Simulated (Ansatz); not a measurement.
C4F8 (`F/C(=C(\F)C(F)(F)F)C(F)(F)F`). Total charge 0; spin multiplicity 1.

Z-matrix (Å, degrees):
```
C
F 1 1.328
F 1 1.334 2 108.3
F 1 1.329 2 108.3 3 -116.7
C 1 1.513 2 111.9 3 123.1
C 5 1.328 1 128.3 2 -29.7
F 5 1.322 1 112.7 2 150.4
C 6 1.517 5 128.0 1 -2.5
F 6 1.322 5 118.9 1 177.9
F 8 1.330 6 111.7 5 -38.5
F 8 1.328 6 109.0 5 -158.0
F 8 1.333 6 111.7 5 82.9
```

(1) List the harmonic frequencies (cm⁻¹, unscaled) at PBE0-D4/def2-TZVP in Ansatz. (An estimate is asked.)

Results:

(1) Computed: 4i, 57, 108, 141, 189, 219, 294, 316, 334, 337, 445, 455, 465, 537, 577, 615, 627, 730, 733, 778, 975, 1143, 1200, 1210, 1224, 1251, 1263, 1369, 1395, 1803.
